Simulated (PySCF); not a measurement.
Stepwise substitution at one centre (B CH3-SH). Gas-phase values, no solvent. One relaxed conformer stands for each flexible species; it need not be the lowest. Strings in code marks are SMILES.

All values below come from PySCF 2.14.0 with ωB97X-D3(BJ)/def2-TZVP // B3LYP-D3(BJ)/def2-TZVP. Excitations are Tamm–Dancoff values on a coarser integration grid. The basis has no diffuse functions, so Rydberg states are missing or too high.

| species | HOMO–LUMO gap (eV) | S1–T1 gap (TDA) (eV) |
|---|---|---|
| 0 of 3 CH3 replaced by SH | 13.10 | 0.49 |
| 1 of 3 CH3 replaced by SH (`B(S)(C)C` (C–B–S–H torsion 2°)) | 12.05 | 1.25 |
| 2 of 3 CH3 replaced by SH (`SB(C)S` (S–B–S–H torsion -180°, S–B–S–H torsion 180°)) | (withheld) | (withheld) |
| 3 of 3 CH3 replaced by SH (`SB(S)S`) | 11.28 | 0.67 |

**Question.** What belongs in the gaps?

**Answer.** 
- 2 of 3 CH3 replaced by SH (`SB(C)S` (S–B–S–H torsion -180°, S–B–S–H torsion 180°)), HOMO–LUMO gap (eV): 11.26
- 2 of 3 CH3 replaced by SH (`SB(C)S` (S–B–S–H torsion -180°, S–B–S–H torsion 180°)), S1–T1 gap (TDA) (eV): 1.08
